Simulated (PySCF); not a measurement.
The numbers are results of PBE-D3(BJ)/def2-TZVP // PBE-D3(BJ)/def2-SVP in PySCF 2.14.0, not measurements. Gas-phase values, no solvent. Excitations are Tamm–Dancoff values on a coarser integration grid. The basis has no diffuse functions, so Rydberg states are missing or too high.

Reference species (SMILES): `C1=CC2=C([SiH2]1)C=C[SiH2]2` (neutral, multiplicity 1).

The brightest of the four lowest singlets (TDA) comes out as 3.29 eV and the HOMO–LUMO gap comes out as 2.22 eV.

Changed species: `C12[S@@](C=CC=2[S@@](=O)C=C1)=O` (E = S(=O); the reference has E = [SiH2]).

**Question.** Predict the effect on the brightest of the four lowest singlets (TDA) and HOMO–LUMO gap.

**Answer.** the brightest of the four lowest singlets (TDA) decreases by 0.08 eV, to 3.21 eV; the HOMO–LUMO gap goes up by 0.04 eV, to 2.26 eV.
